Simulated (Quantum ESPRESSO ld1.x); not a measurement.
Species: the osmium ion Os27+. Configuration: [Kr] 4d10 4f3 (the NIST ground configuration).

All-electron calculation, Dirac Kohn-Sham, PBEsol, spin-unpolarised, spherical densities, point nucleus; open shells are shared between the two j in proportion to 2j + 1. Program: ld1.x of Quantum ESPRESSO 7.5.

Energy parts (Ry):
| part | energy |
|---|---|
| total | -33880.12 |
| kinetic | 38560.09 |
| electron-nucleus | -81592.31 |
| Hartree | 9752.28 |
| exchange-correlation | -600.19 |

Orbitals (lengths in bohr, moments of r in powers of bohr; r(max) is where P^2 peaks; r(90%) holds 90 % of the orbital's charge):
orbital	occ.	eigenvalue (Ry)	<r^2>	<r>	r(max)	r(90%)
1s1/2	2	-5485.91	0.0004335	0.01773	0.01102	0.0323
2s1/2	2	-1009.43	0.006589	0.07428	0.06361	0.116
2p1/2	2	-969.115	0.004689	0.06133	0.04711	0.102
2p3/2	4	-856.680	0.005885	0.06953	0.05417	0.113
3s1/2	2	-285.831	0.04269	0.1929	0.1790	0.284
3p1/2	2	-267.904	0.03906	0.1831	0.1674	0.275
3p3/2	4	-243.245	0.04544	0.1979	0.1817	0.296
3d3/2	4	-213.310	0.03505	0.1729	0.1420	0.269
3d5/2	6	-207.977	0.03679	0.1774	0.1460	0.275
4s1/2	2	-107.648	0.1916	0.4125	0.3962	0.588
4p1/2	2	-100.020	0.1930	0.4125	0.3936	0.594
4p3/2	4	-93.3627	0.2181	0.4390	0.4201	0.630
4d3/2	4	-80.8456	0.2180	0.4362	0.4087	0.641
4d5/2	6	-79.5012	0.2256	0.4439	0.4164	0.651
4f5/2	1.28571	-63.9365	0.2082	0.4257	0.3568	0.646
4f7/2	1.71429	-63.5982	0.2112	0.4290	0.3598	0.650

The highest occupied level is 4f7/2 at -865.30 eV. For comparison, the ionisation energy in NIST's Atomic Spectra Database is 920 eV (theoretical). In exact Kohn-Sham theory the highest level is minus the ionisation energy, but local and semilocal functionals leave it too shallow, through self-interaction and a potential that decays too fast; potentials with the right tail come closer.

Beside tabulated values, note that spin-unpolarised runs miss the spin-polarisation part of the exchange energy of open shells.
